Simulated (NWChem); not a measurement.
GeF3 cation

```xyz
4

F     -0.9986     1.3414     0.0000
Ge     0.0000     0.0000     0.0000
F     -0.6624    -1.5355     0.0000
F      1.6610     0.1941     0.0000
```
Atoms are numbered in this order, from 1.

Results from NWChem. STO-3G and 3-21G are far too small for this property and stand as cheap habits. Geometry: optimised at B3LYP/6-31G* (spherical d). Field at 589 nm.

For level B3LYP/STO-3G:

- isotropic polarisability (bohr³): 13.7
- anisotropy (bohr³): 7.8

**Question.** How do the values read with level B3LYP/aug-cc-pVDZ instead?

**Answer.** 
- isotropic polarisability (bohr³): 22.6
- anisotropy (bohr³): 9.1
